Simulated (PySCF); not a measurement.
Computed shifts of a molecule C4H5Br, PBE/pcSseg-1 (PySCF), GIAO, gas phase, equivalent atoms averaged, in ppm (number of nuclei): ¹³C: 224.0 (1), 98.1 (1), 81.8 (1), 48.9 (1). ¹H: 5.83 (1), 5.40 (2), 4.47 (1), 4.23 (1). References: ¹³C against TMS (σ = 182.0 ppm); ¹H against TMS (σ = 31.49 ppm), references at their B3LYP-D3(BJ)/def2-TZVP geometries, non-relativistic (without spin–orbit terms, shifts of atoms bonded to Cl or Br come out too high). Geometry optimised at r2SCAN-D4/def2-SVP. The values are those of a single conformer.

**Question.** Identify the compound among the candidates.
(A) C=C=C(C)Br
(B) C#CCCBr
(C) C=C=CCBr
(D) C=C/C=C/Br

**Answer.** C, C=C=CCBr
